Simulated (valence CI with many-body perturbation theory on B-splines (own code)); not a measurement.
## Valence orbitals of Sc⁶⁺

Method: relativistic CI+MBPT: five valence electrons over a frozen Dirac-Fock core [Ne], a basis of 9 s, 9 p, 8 d, 6 f, 3 g, 1 h functions for each j, with the one-electron correlation potential Σ1, the two-electron term Σ2, the three-electron term Σ3, Breit, model QED; selected CI, second order for the rest, scaled by the run's own slope (own B-spline code, finite nucleus).

No measured levels were compared; by estimate levels hold to about 100 cm⁻¹ or 0.05 % of their energy and the worst to 300 or 400 cm⁻¹, as in measured light ions of charge 2 to 7. Among the levels kept, up to 850 cm⁻¹ of a level comes from second order outside the variational space, and about a tenth of that is noise between levels of different J, which matters for small intervals.

These are the spectroscopic orbitals of the CI (the correlating ones are not listed), shaped by the core and the other valence electrons. h is the expectation value of the core's Dirac-Fock operator, without the valence repulsion; Σ1 is computed up to l = 3 at one energy for each symmetry, that of its lowest orbital but kept below the first core excitation, so for empty shells it is not the orbital's own correlation shift; Breit and QED include the response of the core.

| Orbital | h (hartree) | Σ1 (cm⁻¹) | Breit (cm⁻¹) | QED (cm⁻¹) | ⟨r⟩ (bohr) |
| --- | --- | --- | --- | --- | --- |
| 3s1/2 | -9.0917 | -4233 | 301 | 194 | 0.9927 |
| 4s1/2 | -4.5509 | -1034 | 87.7 | 57.2 | 2.120 |
| 5s1/2 | -2.7079 | -405 | 36.1 | 23.6 | 3.704 |
| 6s1/2 | -1.7979 | -205 | 18.7 | 12.2 | 5.704 |
| 3p1/2 | -8.1927 | -4323 | 434 | -19.8 | 1.028 |
| 4p1/2 | -4.1739 | -1074 | 127 | -5.7 | 2.265 |
| 5p1/2 | -2.529 | -449 | 55.8 | -2.5 | 3.932 |
| 6p1/2 | -1.6987 | -234 | 29.7 | -1.3 | 6.018 |
| 3p3/2 | -8.1607 | -4258 | 262 | -7.2 | 1.033 |
| 4p3/2 | -4.1621 | -1063 | 76.0 | -2.1 | 2.272 |
| 5p3/2 | -2.5234 | -445 | 33.3 | -0.9 | 3.941 |
| 6p3/2 | -1.6957 | -232 | 17.7 | -0.5 | 6.029 |
| 3d3/2 | -6.8993 | -4201 | 92.9 | -7.4 | 1.059 |
| 4d3/2 | -3.6493 | -1041 | 30.0 | -2.3 | 2.495 |
| 5d3/2 | -2.283 | -469 | 14.7 | -1.1 | 4.298 |
| 3d5/2 | -6.8958 | -4171 | 24.8 | -5.5 | 1.060 |
| 4d5/2 | -3.648 | -1034 | 8.0 | -1.7 | 2.496 |
| 5d5/2 | -2.2824 | -466 | 3.9 | -0.8 | 4.299 |
| 4f5/2 | -3.3917 | -243 | 0.2 | -0.1 | 2.437 |
| 5f5/2 | -2.163 | -141 | 0.2 | -0.1 | 4.325 |
| 4f7/2 | -3.3913 | -243 | -0.2 | 0.0 | 2.437 |
| 5f7/2 | -2.1628 | -141 | -0.1 | 0.0 | 4.325 |
| 5g7/2 | -2.1059 |  | 0.0 | 0.0 | 3.913 |
| 5g9/2 | -2.1059 |  | 0.0 | 0.0 | 3.913 |

Among the shells of the start configuration 3s2 3p3, Σ1 is largest in size for 3p1/2, where it is 0.24 % of h.

Lowest root of each symmetry, sizes in configuration state functions:

| J | Parity | Roots | Reference | Variational | Second order | Change by selected CI (cm⁻¹) | Change by second order (cm⁻¹) |
| --- | --- | --- | --- | --- | --- | --- | --- |
| 1/2 | even | 9 | 66 | 39978 | 1492177 | -9863 | -89 |
| 3/2 | even | 12 | 98 | 39873 | 2943629 | -9668 | -279 |
| 5/2 | even | 11 | 95 | 39874 | 3508323 | -9539 | -416 |
| 7/2 | even | 5 | 62 | 39974 | 3148767 | -15627 | -458 |
| 9/2 | even | 2 | 34 | 39932 | 2262910 | -15825 | -296 |
| 1/2 | odd | 4 | 41 | 39907 | 1034212 | -14845 | -92 |
| 3/2 | odd | 6 | 63 | 39982 | 1811464 | -12326 | -107 |
| 5/2 | odd | 3 | 54 | 39008 | 2237984 | -15422 | -218 |
| 7/2 | odd | 2 | 36 | 39120 | 2265824 | -12188 | -233 |
| 9/2 | odd | 2 | 16 | 39077 | 1840854 | -12264 | -163 |
